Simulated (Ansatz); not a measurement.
**Loss of H2: AlH(CH3)2(SeH2) → Al(CH3)2(SeH) + H2**

Species: AlH(CH3)2(SeH2), singlet; Al(CH3)2(SeH), singlet; H2 (hydrogen), singlet. This is a balance of energies; it says nothing on the path, which may need atoms to shift.

Shapes, held fixed at every level: PBE0-D4/def2-TZVP. Flexible molecules stand in one conformer, not always the lowest. Programs: Ansatz 0.2.0. Electronic energies: no zero-point or thermal term.

| level | kind | ΔE (kJ/mol) | less CCSD(T)/def2-TZVPP | CPU time (sum over the molecules) |
| --- | --- | --- | --- | --- |
| HF/def2-SVP | Hartree–Fock | -68.0 | -0.2 | – |
| B3LYP-D4/def2-TZVPP | global hybrid | -69.2 | -1.4 | 50 s |
| wB97M-V/def2-TZVPP | range-separated hybrid | -67.0 | +0.8 | 1.9 min |
| B2PLYP/def2-TZVPP | double hybrid | -75.8 | -8.0 | 54 s |
| CCSD(T)/def2-SVP | coupled cluster or CI | -57.6 | +10.2 | 70 s |
| CCSD/def2-TZVPP | coupled cluster or CI | -67.1 | +0.7 | – |
| CCSD(T)/def2-TZVPP | coupled cluster or CI | -67.8 | 0.0 | 32 min |

The highest level, CCSD(T)/def2-TZVPP, gives ΔE = -67.8 kJ/mol; the levels span -75.8 to -57.6. The column of differences is taken from that level and isn't an error. No measured value is set beside it here. Relativity is left out for Se. Outer-core shells of Se are correlated, in sets that cover them unevenly. Times are processor times on shared x86 and Arm servers, and rough.
